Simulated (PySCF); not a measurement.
A PySCF script (with the pyscf-properties extension) for the NMR shieldings of SMILES CC[C@H](C)NB(N)F, C4H12BFN2, on a GFN2-xTB geometry:

```python
import basis_set_exchange as bse
import numpy as np
from pyscf import gto, dft
from pyscf.prop import nmr

atoms = """
C    -1.531133    1.643845    0.265901
C    -1.610955    0.130648    0.423479
C    -0.484796   -0.585983   -0.335488
C    -0.659241   -2.105201   -0.255960
N     0.810977   -0.202585    0.186259
B     1.855236    0.405375   -0.520397
N     3.094022    0.742912    0.047292
F     1.674888    0.694827   -1.826624
H    -0.563106    2.006560    0.603919
H    -2.310731    2.132400    0.846323
H    -1.651160    1.921365   -0.778589
H    -2.570893   -0.227328    0.047533
H    -1.547221   -0.132528    1.482672
H    -0.507746   -0.275138   -1.383866
H    -0.644636   -2.432317    0.782398
H    -1.604579   -2.403627   -0.701248
H     0.149395   -2.601031   -0.787096
H     0.925368   -0.430887    1.160767
H     3.821506    1.165880   -0.498224
H     3.349659    0.563493    0.999011
"""
names = dict.fromkeys(["C", "N", "B", "F", "H"], "pcSseg-1")
basis = {el: gto.basis.parse(bse.get_basis(n, elements=[el], fmt="nwchem")) for el, n in names.items()}
mol = gto.M(atom=atoms, basis=basis, charge=0, verbose=0)
mf = dft.RKS(mol, xc="PBE0")
mf.grids.level = 2
mf.grids.alignment = dft.numint.BLKSIZE   # the property module wants whole blocks of grid points
mf.conv_tol = 1e-9
mf.kernel()

calc = nmr.RKS(mf)   # GIAO
C = mf.mo_coeff
Co = C[:, mf.mo_occ > 0]
resp = mf.gen_response(singlet=True, hermi=2)
def vind(x):   # induced exchange potential for any number of trial vectors
    d = np.einsum("pi,xij,qj->xpq", C, 2 * x.reshape(-1, C.shape[1], Co.shape[1]), Co, optimize=True)
    return np.einsum("xpq,pi,qj->xij", resp(d - d.transpose(0, 2, 1)), C, Co, optimize=True).ravel()
mo1, _ = nmr.rhf.solve_mo1(calc, with_cphf=vind)
sigma = calc.kernel(mo1)
for i, s in enumerate(sigma):   # ppm
    w = np.linalg.eigvalsh((s + s.T) / 2)
    print("%2d %-2s iso %8.1f  s11 %8.1f  s22 %8.1f  s33 %8.1f" % (i, mol.atom_pure_symbol(i), w.mean(), *w))
```

Task: Give the expected output.

Result: 
```
 0 C  iso    173.2  s11    160.8  s22    171.6  s33    187.2
 1 C  iso    150.0  s11    138.1  s22    141.7  s33    170.1
 2 C  iso    136.5  s11    115.9  s22    143.5  s33    150.2
 3 C  iso    158.1  s11    136.3  s22    150.8  s33    187.1
 4 N  iso    182.0  s11    162.7  s22    172.2  s33    211.1
 5 B  iso     79.8  s11     52.9  s22     91.1  s33     95.4
 6 N  iso    222.8  s11    194.1  s22    207.5  s33    266.9
 7 F  iso    333.0  s11    239.1  s22    324.5  s33    435.4
 8 H  iso     30.2  s11     25.2  s22     31.2  s33     34.3
 9 H  iso     30.7  s11     25.9  s22     27.8  s33     38.5
10 H  iso     30.9  s11     26.8  s22     28.8  s33     37.2
11 H  iso     30.2  s11     25.1  s22     29.8  s33     35.7
12 H  iso     31.0  s11     27.2  s22     30.5  s33     35.3
13 H  iso     28.6  s11     25.8  s22     28.7  s33     31.3
14 H  iso     30.9  s11     28.1  s22     28.9  s33     35.7
15 H  iso     30.6  s11     26.1  s22     28.0  s33     37.6
16 H  iso     30.3  s11     26.1  s22     28.5  s33     36.4
17 H  iso     30.9  s11     24.2  s22     31.8  s33     36.7
18 H  iso     29.8  s11     23.4  s22     26.1  s33     40.0
19 H  iso     30.2  s11     23.6  s22     28.1  s33     39.0
```

These numbers come from an equivalent density-fitted implementation of the same equations, which agrees with the script to about 0.01 ppm for H and up to a few tenths of a ppm for heavy atoms, so last digits may differ.

Size and cost of the density-fitted run: 196 basis functions, 33 s wall time on 1 thread of an Arm Neoverse V2, shared host; peak memory 0.86 GiB.
